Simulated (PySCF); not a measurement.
PySCF 2.14 output of an unrestricted HSE06 calculation on a single atom or ion in aug-cc-pVTZ-PP with one added diffuse shell each of s, d, f type with ECP10MDF (7s5p5d3f, 68 functions), with a scalar-relativistic core potential:

```
SCF conv_tol = 1e-09
number electrons alpha = 13  beta = 10
    J. Heyd, G. E. Scuseria, and M. Ernzerhof.,  J. Chem. Phys. 118, 8207 (2003)
    J. Heyd, G. E. Scuseria, and M. Ernzerhof.,  J. Chem. Phys. 124, 219906 (2006)
    A. V. Krukau, O. A. Vydrov, A. F. Izmaylov, and G. E. Scuseria.,  J. Chem. Phys. 125, 224106 (2006)
cycle= 1 E= -460.823011651193  delta_E= -0.0046  |g|= 0.0428  |ddm|= 0.249
cycle= 2 E= -460.823168250313  delta_E= -0.000157  |g|= 0.0204  |ddm|= 0.0554
cycle= 3 E= -460.823219019194  delta_E= -5.08e-05  |g|= 0.000472  |ddm|= 0.0184
cycle= 4 E= -460.823219062007  delta_E= -4.28e-08  |g|= 2.62e-05  |ddm|= 0.000831
cycle= 5 E= -460.823219062152  delta_E= -1.45e-10  |g|= 5.08e-07  |ddm|= 3.13e-05
converged SCF energy = -460.823219062152  <S^2> = 3.7502635  2S+1 = 4.0001317
```

The run itself started from symmetry-adapted Hartree-Fock orbitals and held the occupation by maximum overlap, on a logarithmic radial grid, so the iterations belong to that start.

Task: Which element, charge and spin multiplicity is this?

Result: Kr³⁺ (krypton, charge +3), multiplicity 4; the state was [Ar] 3d10 4s2 4p3, high-spin 4S determinant.

Energies and moments cover only the electrons outside the core potential.
